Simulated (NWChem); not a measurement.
System: BNH$_{2}$F$_{2}$; SMILES NB(F)F

```xyz
6

B     -0.0006    -0.0412     0.0000
F      1.1322    -0.7497     0.0000
F     -1.1569    -0.7105     0.0000
N      0.0236     1.3587     0.0000
H     -0.8169     1.9161     0.0000
H      0.8834     1.8860     0.0000
```
Atoms are numbered in this order, from 1.

Results from NWChem. Pople sets run with spherical d functions. The geometry was optimised at B3LYP/6-31G* (spherical d). GIAO values for the isolated, static molecule; σ is the absolute isotropic shielding, δ = σ(reference) − σ with the isolated reference molecule computed at the same levels (11B: boron trifluoride, 19F: trichlorofluoromethane, 1H: tetramethylsilane, 15N: ammonia).

| level | δ B1 (ppm) | δ F2 (ppm) | δ N4 (ppm) | δ H5 (ppm) |
|---|---|---|---|---|
| Hartree-Fock/6-31G* | 6.8 | -94.8 | 28.6 | 1.82 |
| PBE0/pcSseg-1 | 6.6 | -143.6 | 51.8 | 2.29 |
| KT2/pcSseg-1 | … | … | … | … |

Problem. Fill in the missing entries.

Solution. 
- KT2/pcSseg-1, δ B1 (ppm): 6.1
- KT2/pcSseg-1, δ F2 (ppm): -176.4
- KT2/pcSseg-1, δ N4 (ppm): 49.3
- KT2/pcSseg-1, δ H5 (ppm): 2.11
